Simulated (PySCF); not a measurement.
# EPR parameters of C7H9N2

C7H9N2 (doublet state).
Z-matrix (Å and degrees, GFN2-xTB geometry), rows numbered from 1:
```
C 
C   1  1.3691
C   2  1.3788  1  124.46
C   3  1.4874  2  123.78  1   177.10
C   4  1.4956  3  110.09  2  -110.29
N   5  1.3054  4  126.46  3  -133.80
C   6  1.3597  5  106.13  4   179.95
C   7  1.3635  6  110.16  5    -0.35
N   5  1.3601  4  122.36  3    45.80
H   1  1.0758  2  120.89  3    -0.35
H   1  1.0742  2  121.65  3   179.33
H   2  1.0847  1  118.06  3  -179.62
H   3  1.0802  2  119.28  1     0.71
H   4  1.0944  3  110.48  2    11.05
H   4  1.0926  3  111.18  2   131.58
H   7  1.0709  6  120.69  5   179.65
H   8  1.0700  7  132.05  6  -179.66
H   9  1.0068  5  126.22  4    -0.97
```

The hyperfine couplings belong to this conformer and change with its torsions.

Identity: `C=C[CH]Cc1ncc[nH]1` [radical].

The calculation used UKS B3LYP, pcH-1 on C H N, non-relativistic, mean-field spin-orbit, GIAO (PySCF). One conformer (not necessarily the lowest) at the GFN2-xTB geometry, without solvent, vibrations or thermal averaging. Couplings are sensitive to structure, and on GFN2-xTB geometries they can be far from those on DFT ones. Stability of the SCF solution: not tested. ⟨S²⟩ is 0.775 where a pure state has 0.75.

```
g1, g2, g3                      : 2.00216, 2.00277, 2.00284
g_iso                           : 2.00259
Form of g                       : close to axial: the two nearest values differ by 10 % of g3 − g1
⟨S²⟩                            : 0.7754 (exact 0.7500)
α and β electrons               : 33, 32
HOMO–LUMO gap, α and β orbitals : 5.85, 3.83 eV
```

Isotropic coupling and dipolar principal values T1 to T3, in MHz; ρ(0) is the spin density at the nucleus:

| atom | isotope | a_iso | T1 | T2 | T3 | Mulliken spin population | ρ(0) (bohr⁻³) |
| --- | --- | --- | --- | --- | --- | --- | --- |
| C1 | 13C | 54.6 | -51.8 | -50.0 | 101.8 | 0.68 | 0.0485 |
| C2 | 13C | -47.6 | -28.0 | 11.0 | 16.9 | -0.26 | -0.0424 |
| C3 | 13C | 57.7 | -51.9 | -50.6 | 102.5 | 0.65 | 0.0513 |
| C4 | 13C | -20.4 | -1.5 | 0.6 | 0.8 | -0.05 | -0.0182 |
| C5 | 13C | 51.8 | -3.3 | -2.9 | 6.1 | 0.02 | 0.0461 |
| N6 | 14N | 0.7 | -0.3 | -0.1 | 0.4 | 0.00 | 0.0020 |
| C7 | 13C | 2.3 | -0.6 | -0.1 | 0.7 | 0.01 | 0.0020 |
| C8 | 13C | -0.5 | -0.4 | -0.1 | 0.5 | 0.00 | -0.0005 |
| N9 | 14N | 0.0 | -0.6 | -0.2 | 0.8 | 0.00 | -0.0001 |
| H10 | 1H | -40.0 | -21.7 | -1.6 | 23.3 | -0.03 | -0.0090 |
| H11 | 1H | -42.1 | -25.3 | -0.3 | 25.6 | -0.03 | -0.0094 |
| H12 | 1H | 11.6 | -5.2 | -1.1 | 6.3 | 0.01 | 0.0026 |
| H13 | 1H | -39.4 | -21.1 | -2.3 | 23.4 | -0.03 | -0.0088 |
| H14 | 1H | 2.5 | -3.2 | -2.6 | 5.8 | 0.00 | 0.0005 |
| H15 | 1H | 59.4 | -3.4 | -2.6 | 6.1 | 0.02 | 0.0133 |
| H16 | 1H | 0.7 | -0.5 | -0.4 | 0.9 | 0.00 | 0.0002 |
| H17 | 1H | 0.1 | -0.6 | -0.4 | 1.0 | 0.00 | 0.0000 |
| H18 | 1H | -0.5 | -3.0 | -1.3 | 4.3 | 0.00 | -0.0001 |

The Mulliken spin populations are largest on C1 (+0.68), C3 (+0.65) and C2 (-0.26). The positive populations add up to 1.40 and the negative ones to -0.40, together 2S = 1. The angles at C1 add up to 360.0°, so it is planar; its axial dipolar tensor and the negative couplings of its protons fit spin in a p orbital normal to that plane.

Axes: g3 points within 12° of the C1–H11 bond.

Under fast tumbling the dipolar parts average out, and these isotropic splittings remain: 1 × 1H (H11, I = 1/2, 2 lines) with 1.50 mT, 1 × 1H (H10, I = 1/2, 2 lines) with 1.43 mT, 1 × 1H (H13, I = 1/2, 2 lines) with 1.40 mT, 2 × 1H (H14/H15, I = 1/2, 3 lines) with 1.10 mT and 1 × 1H (H12, I = 1/2, 2 lines) with 0.41 mT.

Class means assume fast exchange of nuclei equivalent by connectivity; if that motion is slow, each nucleus keeps its own coupling. The 1H value of +30.9 MHz is a mean of couplings from 2.5 to 59.4 MHz in this one geometry, not an average over conformers.

The 13C coupling of C3 (57.7 MHz) shows only in satellite lines or after enrichment, since that isotope makes up about 1.07 % of natural carbon.
